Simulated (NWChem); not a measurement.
Species: CH4Cl2Ge; SMILES [CH3][GeH]([Cl])[Cl]

Program: NWChem. Pople sets run with spherical d functions. Geometry: optimised at PBE-D3(BJ)/def2-SVP.

Problem. Among these, which level gives the highest value of “highest occupied level (eV)”?
A) TPSS/6-31G*
B) TPSS/STO-3G
C) TPSS/6-311G**
D) TPSS/3-21G

Solution. B, TPSS/STO-3G. Values: TPSS/3-21G -7.67; TPSS/6-311G** -7.61; TPSS/6-31G* -7.44; TPSS/STO-3G -4.04
